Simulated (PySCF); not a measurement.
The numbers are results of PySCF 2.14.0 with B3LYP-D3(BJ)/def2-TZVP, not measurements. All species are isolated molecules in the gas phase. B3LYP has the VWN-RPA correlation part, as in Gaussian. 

Reference species (SMILES): `C(=N)=C=N` (neutral, multiplicity 1).

- S1 oscillator strength: 0.000
- HOMO: -6.14 eV

Changed species: `c1n/c1=N/[H]`.

Q: Give the shifts of the S1 oscillator strength and HOMO.

A: the S1 oscillator strength hardly moves; the HOMO falls by 1.08 eV, to -7.22 eV.
